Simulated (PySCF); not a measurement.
A structure optimised at PBE-D3(BJ)/def2-TZVP, used in a PySCF frequency run:

```xyz
4

Mg    -0.0149     0.0382     0.0000
Cl     0.0067     2.2290     0.0000
S     -0.0758    -2.2515     0.0000
H      1.2783    -2.3278     0.0000
```

Problem. Write its SMILES, formula and point group.

Solution. [SH][Mg][Cl], ClHMgS, Cs

Problem. What are its rotational constants (standard atomic weights)?

Solution. 281.78, 1.4697, 1.4621 GHz
